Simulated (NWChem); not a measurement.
Species: SbHTeCl2; SMILES [Cl][Sb]([Cl])[TeH]

```xyz
5

Sb    -0.0701     0.8793     0.6311
Cl    -1.7914     1.4812    -0.8930
Cl     1.7940     1.5385    -0.6979
Te    -0.2705    -1.8009    -0.0185
H      0.7058    -2.1833     1.2783
```
Atoms are numbered in this order, from 1.

Level: PBE0/def2-SVP with def2 effective core potentials on Sb, Te (NWChem), optimised geometry, unscaled harmonic frequencies. def2 effective core potentials on Sb, Te; no spin-orbit coupling.

| frequency (cm⁻¹) | IR intensity (km/mol) |
|---|---|
| 68 | 1.0 |
| 87 | 1.5 |
| 112 | 2.5 |
| 154 | 0.5 |
| 197 | 15.0 |
| 360 | 64.5 |
| 370 | 43.0 |
| 538 | 2.4 |
| 2143 | 36.9 |

```json
{
 "zero_point_energy": "5.8 kcal/mol",
 "thermal correction to the enthalpy at 298.15 K (with zero-point energy)": "10.9 kcal/mol",
 "heat capacity Cv": "19.8 cal/(mol K)",
 "entropy at 298.15 K and 1 atm (symmetry number 1)": "92.6 cal/(mol K)"
}
```

Rigid rotor and harmonic oscillator; modes under 100 cm⁻¹ make the entropy uncertain.
